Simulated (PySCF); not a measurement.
Si(H)2(Me)(NCO) (C2H5NOSi), SMILES C[SiH2]N=C=O.

The structure is a stationary point at PBE0-D3(BJ)/def2-SVP. The values are those of a single conformer.

These are PBE0-D3(BJ)/def2-SVP run with PySCF values and carry that method's errors.

Frequencies are harmonic and unscaled.

Computed vibrational spectrum:
```tsv
mode	ν (cm⁻¹)	IR (km/mol)	Raman (Å⁴/amu)	depolarisation	moving atoms (share of kinetic energy)
1	55	0.2	2.8	0.74	N 37 %, O 27 %, C 22 %, H 11 %
2	70	0.4	2.0	0.75	N 58 %, O 20 %, H 18 %
3	174	0.3	0.2	0.75	H 90 %
4	239	5.1	1.1	0.67	N 34 %, C 24 %, H 23 %, Si 16 %
5	495	11.8	2.6	0.75	H 92 %
6	580	65.4	5.2	0.11	Si 40 %, O 24 %, C 19 %, H 10 %
7	626	27.0	0.7	0.75	C 73 %, O 15 %, N 11 %
8	626	29.1	0.5	0.69	C 73 %, O 15 %, N 12 %
9	709	12.1	11.2	0.52	H 41 %, C 35 %, Si 21 %
10	728	45.1	9.7	0.75	H 86 %
11	765	65.0	6.1	0.12	H 56 %, C 23 %, Si 19 %
12	880	43.4	8.2	0.75	H 77 %, C 18 %
13	925	353.4	15.4	0.67	H 82 %, Si 12 %
14	961	141.5	20.5	0.74	H 95 %
15	1267	29.6	1.6	0.06	H 78 %, C 22 %
16	1425	5.1	13.9	0.75	H 96 %
17	1430	3.0	10.2	0.74	H 96 %
18	1545	26.3	40.6	0.24	N 56 %, O 41 %
19	2241	137.3	92.8	0.75	H 96 %
20	2242	144.7	214.7	0.06	H 98 %
21	2492	1545.6	3.3	0.28	C 69 %, N 19 %, O 11 %
22	3061	0.7	140.6	0.01	H 97 %
23	3168	1.5	99.0	0.74	H 91 %, C 9 %
24	3174	0.8	71.4	0.75	H 91 %, C 9 %
```
